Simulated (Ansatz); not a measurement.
Calculated with Ansatz (gas phase, PBE0-D4/def2-TZVP geometries, no zero-point term in ΔE). CCSD(T)/CBS adds triple-zeta CCSD(T) − MP2 to the extrapolated MP2 energy (def2 sets, frozen cores). Functionals use def2-TZVPP. One conformer a species, not always the lowest.

Consider the redistribution: `[CH3][Al]([F])[SiH2]F` + `N[SiH2]O[SiH](N)F` → `[CH3][AlH][SiH2]F` + `N[Si@@H](F)O[Si@@H](N)F`.

```tsv
level	ΔE (kJ/mol)
PBE-D4	38.7
SCS-MP2/def2-TZVPP	35.4
```

Question: What does CCSD(T)/CBS give? (An estimate is asked.)

Answer: Ansatz gave: +35.3 kJ/mol. The listed levels differ from it by 3.4, 0.1 kJ/mol.

Largest T1 diagnostic among the species: 0.012.

In def2-TZVPP, CCSD(T) changes the Hartree–Fock value by +13.7 kJ/mol (the triples alone add +2.1 kJ/mol) and MP2 by +17.1 kJ/mol. From PBE to PBE0 (25 % exact exchange), in def2-TZVPP and without D4, ΔE moves by −4.5 kJ/mol.
